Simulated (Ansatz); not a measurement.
`CSB(F)F` + HCl → `FB(F)Cl` + CH₃SH  (ligand exchange at a B–S bond)

Gas-phase electronic energies from Ansatz, PBE0-D4/def2-TZVP geometries. CCSD(T)/CBS adds triple-zeta CCSD(T) − MP2 to the extrapolated MP2 energy (def2 sets, frozen cores). This one scheme is used for every species. DFT in def2-TZVPP. Each species was taken in one conformer, which may not be the lowest.

CCSD(T)/CBS gives -8.6 kJ/mol.

Q: Another level gave -10.7 kJ/mol. Which?
A. PBE-D4/def2-TZVPP
B. BHLYP/def2-TZVPP
C. HF/def2-TZVPP
D. r2SCAN0/def2-TZVPP

A: D. r2SCAN0 -10.7, PBE-D4 -6.2, HF/def2-TZVPP -20.3, BHLYP -14.7 kJ/mol.

Largest T1 diagnostic among the species: 0.012.

Leaving LDA and LC-ωPBE aside and taking each functional with its dispersion term where it has one, the values, not all of them listed here, spread over 6.5 kJ/mol, from B2PLYP to revPBE-D4. LDA lies +4.0 kJ/mol from PBE without D4. In def2-TZVPP, CCSD(T) changes the Hartree–Fock value by +10.4 kJ/mol (the triples alone add +1.7 kJ/mol) and MP2 by +10.1 kJ/mol. At CCSD(T), def2-SVP lies −8.0 kJ/mol from the extrapolated value and def2-TZVPP −1.4 kJ/mol.
